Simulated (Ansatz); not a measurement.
`[BH2][GaH][O]C` + HBr → `C[O][GaH][Br]` + BH₃  (cleavage of the Ga–B bond)

Program: Ansatz. Geometries: PBE0-D4/def2-TZVP. ΔE: electronic, gas phase. CBS: MP2 limit from def2 TZ/QZ plus the TZ coupled-cluster correction, frozen cores. This one scheme is used for every species. Functionals use def2-TZVPP. For Br, Ga outer-core shells are correlated without core-valence functions, which leaves a few kJ/mol of doubt a bond. Scalar relativity is left out up to krypton. Each species was taken in one conformer, which may not be the lowest.

`[BH2][GaH][O]C`:

Cartesian coordinates in Å:
```
B -1.416 2.172 0.242
Ga -0.887 0.176 0.020
O 0.879 -0.124 -0.014
C 1.454 -1.395 -0.156
H -1.585 2.662 1.321
H -1.585 2.888 -0.701
H -1.743 -1.138 -0.127
H 2.088 -1.619 0.710
H 0.708 -2.197 -0.245
H 2.087 -1.424 -1.050
```

HBr:

```xyz
2

Br    0.352    0.238   -0.569
H    -0.352   -0.238    0.569
```

`C[O][GaH][Br]`:

Cartesian coordinates in Å:
```
C -0.874 -0.274 -0.870
O -0.090 -0.846 0.149
Ga 1.074 0.007 1.166
Br 1.302 2.249 0.762
H -0.651 -0.766 -1.822
H -0.701 0.801 -0.991
H -1.934 -0.428 -0.645
H 1.873 -0.742 2.253
```

BH₃:

Cartesian coordinates in Å:
```
B 0.000 0.000 0.000
H 0.723 0.781 -0.540
H 0.021 -0.110 1.188
H -0.744 -0.671 -0.648
```

```
         level  ΔE (kJ/mol)
    r2SCANh-D4       -150.2
MP2/def2-TZVPP       -158.0
```

Problem. What does CCSD(T)/CBS give? (An estimate is asked.)

Solution. Ansatz gave: -146.9 kJ/mol. The listed levels differ from it by -3.3, -11.1 kJ/mol.

Problem. What do rigid-rotor, harmonic-oscillator terms from PBE0-D4/def2-TZVP frequencies (298.15 K, 1 bar) make of the CCSD(T)/CBS value? (An estimate is asked.)

Solution. Computed: ΔZPE = +4.9 kJ/mol, ΔH = -142.5 kJ/mol, ΔS = -5 J/(mol·K), ΔG = -140.9 kJ/mol.

Largest T1 diagnostic among the species: 0.015.

From r2SCAN to r2SCAN0 (25 % exact exchange), in def2-TZVPP and without D4, ΔE moves by −4.7 kJ/mol. Leaving LDA and LC-ωPBE aside and taking each functional with its dispersion term where it has one, the values, not all of them listed here, spread over 23.3 kJ/mol, from BHLYP-D4 to PBE-D4. LDA lies +4.6 kJ/mol from PBE without D4.

CCSD(T)/CBS has its own doubt, a few kJ/mol and more with outer-core shells, so smaller differences from it don't rank the levels.
